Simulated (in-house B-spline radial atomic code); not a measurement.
**RPA and G0W0 on PBE0: Ga⁺**

Configuration [Ar] 3d10 4s2, mean-field start PBE0. Computed with an all-electron radial atomic-structure program (B-spline basis): all electrons, non-relativistic, point nucleus, each spin shell either full or empty, empty states to l = 9 with an (l + 1/2)⁻⁴ tail; G0W0 by contour deformation at full frequency.

Command:
```bash
python run_gw.py task.json out
```
Settings (radii: box in bohr, nucleus in fm):
```
Z                        31
electrons                30
configuration            [Ar] 3d10 4s2
hamiltonian              nr
method                   pbe0
lmax                     9
spin_polarised           False
box_radius               23.78
intervals                53
ion_configuration        [Ar] 3d10 4s1
```

Time taken, with all properties: 5.7 s on 1 thread of Arm Neoverse N1 (shared host).

Energies (hartree):

| term | value |
| --- | --- |
| mean-field total | -1924.38138 |
| Hartree-Fock functional on these orbitals | -1923.04053 |
| direct second order | -2.6674 |
| second-order exchange | 0.7661 |
| SOSEX correction | 0.68361 |

(1) What is the RPA correlation energy, and what remains with SOSEX?

Quasi-particle levels (eV):

| level | occupied | mean field | Σx - vxc | Σc | QP weight | G0W0 |
| --- | --- | --- | --- | --- | --- | --- |
| 4s | yes | -16.922 | -1.87 | ? | ? | ? |
| 4p | no | -8.205 | 3.25 | -1.17 | 0.943 | -6.120 |

G0W0 = mean field + (Σx - vxc) + Σc, with Σc (partial-wave tail included) taken at the quasi-particle energy. Only the outer levels were computed. Levels of low weight are left out.

(2) Where does G0W0 put 4s?

(3) What does it cost to remove one electron (to [Ar] 3d10 4s1) by differences of total energies, each species on its own start (correlation terms add to the Hartree-Fock functional)?

## Answers

(1) RPA gives -2.2143 hartree (-2.01 eV per electron); RPA + SOSEX gives -1.5307, and the second-order doubles -1.9013 hartree (no singles). RPA lacks exchange-type terms and so overcorrelates at short range.

(2) At -20.396 eV, with Σc = -1.60 eV and a quasi-particle weight of 0.932. The tabulated removal energy is 20.515 eV (NIST, measured); the calculation leaves out relativity, Breit and QED terms, and what these don't explain is the method's own error.

(3) PBE0 20.095 eV, Hartree-Fock functional 18.368 eV, + RPA 20.414 eV, + RPA + SOSEX 19.933 eV, + second order 20.960 eV. Tabulated: 20.515 eV (NIST, measured); the calculation leaves out relativity, Breit and QED terms, and what these don't explain is the method's own error.
